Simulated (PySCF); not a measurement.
Perfluoropropionyl chloride, C₃ClF₅O.
Numbering: `[O:1]=[C:2]([Cl:3])[C:4]([F:5])([F:6])[C:7]([F:8])([F:9])[F:10]`

Structure used (PBE0-D3(BJ)/def2-SVP), in Å, numbered top down from 1:
```xyz
10
C3ClF5O angstrom
O      1.499   -1.780   -0.162
C      1.147   -0.715   -0.527
Cl     2.214    0.505   -1.180
C     -0.330   -0.255   -0.463
F     -1.094   -1.346   -0.401
F     -0.651    0.453   -1.549
C     -0.627    0.603    0.789
F     -0.257   -0.059    1.877
F     -1.921    0.861    0.856
F      0.041    1.745    0.731
```

Level: B3LYP/def2-SVPD in PySCF, non-relativistic, on one gas-phase PBE0-D3(BJ)/def2-SVP geometry that isn't relaxed in the solvent. The solvent is an IEF-PCM continuum (cavity from Bondi-type radii × 1.2), and excitations are vertical TDDFT with non-equilibrium linear response and a frozen core. The model holds no explicit solvent molecules, cavitation or dispersion.

```csv
run,E − E(gas) (kcal/mol),HOMO (eV),HOMO–LUMO gap (eV),dipole (D),lowest singlet (eV),static polarisability (au)
gas,0.00,-9.41,6.55,1.03,4.78,57.7
P,-2.19,-9.30,6.61,1.34,4.84,73.4
Q,-1.53,-9.32,6.59,1.25,4.82,68.5
```

**Question.** The runs were made in chloroform and methanol. Which run belongs to which solvent?

**Answer.** P = methanol, Q = chloroform. The dielectric constants are 4.711 (chloroform), 32.61 (methanol), and the energy falls further as ε rises. The optical constants n² used for the excitations are 2.09, 1.77 in the same order. In this model the ground state sees the solvent through ε alone.

**Question.** How constant is the ratio of the lowering to (ε − 1)/(2ε + 1)?

**Answer.** 
```csv
solvent,(ε − 1)/(2ε + 1),E − E(gas) (kcal/mol),ratio (kcal/mol),polarisation term (kcal/mol)
chloroform,0.356,-1.53,-4.3,-1.63
methanol,0.477,-2.19,-4.6,-2.40
```

The ratio changes by +7.1 % in size from chloroform to methanol. The polarisation term is half the interaction of the solute with the induced surface charges.
